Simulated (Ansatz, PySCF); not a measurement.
Gas-phase reaction (SMILES): [F][In]([Cl])[Cl] + [H][H] (H2) → [Cl][InH][Cl] + F (HF); hydrogen cleaves one In-F bond, a model of a ligand-exchange step.

Structures are relaxed separately at B3LYP-D3(BJ)/def2-TZVP in Ansatz (a quantum-chemistry and plane-wave program). Cores are frozen in the correlated levels unless marked. No spin-orbit coupling. The frozen core is the preceding noble-gas configuration, with the filled d and f shells of earlier blocks. In def2 rows, elements after Kr have scalar-relativistic effective core potentials. Basis-set limits of correlation are two-point, X^-3; Hartree-Fock from the larger set. Thermal terms are rigid-rotor harmonic-oscillator values from B3LYP-D3(BJ) frequencies (Ansatz or PySCF) at 298.15 K and 1 atm. 1 Eh = 627.5095 kcal/mol.

```json
[
 {"species": "[F][In]([Cl])[Cl]", "E, CCSD(T)/CBS(def2-TZVPPD,def2-QZVPPD) (Ansatz) (Eh)": "-1208.76075", "E, wB97M-V/def2-TZVPD (Ansatz) (Eh)": "-1210.46823", "H - E (Eh)": "0.01057"},
 {"species": "[H][H] (H2)", "E, CCSD(T)/CBS(def2-TZVPPD,def2-QZVPPD) (Ansatz) (Eh)": "-1.17452", "E, wB97M-V/def2-TZVPD (Ansatz) (Eh)": "-1.16077", "H - E (Eh)": "0.01336"},
 {"species": "[Cl][InH][Cl]", "E, CCSD(T)/CBS(def2-TZVPPD,def2-QZVPPD) (Ansatz) (Eh)": "-1109.53011", "E, wB97M-V/def2-TZVPD (Ansatz) (Eh)": "-1111.16172", "H - E (Eh)": "0.01383"},
 {"species": "F (HF)", "E, CCSD(T)/CBS(def2-TZVPPD,def2-QZVPPD) (Ansatz) (Eh)": "-100.39266", "E, wB97M-V/def2-TZVPD (Ansatz) (Eh)": "-100.46200", "H - E (Eh)": "0.01259"}
]
```

Problem. Work out ΔE and ΔH at 298.15 K at the first level, then ΔH at the second.

Solution. 
1. ΔE = [(-1109.53011) + (-100.39266)] - [(-1208.76075) + (-1.17452)] = 0.01250 Eh = 7.8 kcal/mol at CCSD(T)/CBS(def2-TZVPPD,def2-QZVPPD).
2. The terms H - E add up to 0.00249 Eh, so ΔH = (0.01250 + (0.00249))×627.5095 = 9.4 kcal/mol.
3. At wB97M-V/def2-TZVPD the same steps give ΔE = 3.3 and ΔH = 4.9 kcal/mol, a shift of -4.5 from the first level.
4. These values are not checked against measurement here, since the tables used lack a sound gas-phase enthalpy of formation for at least one species.
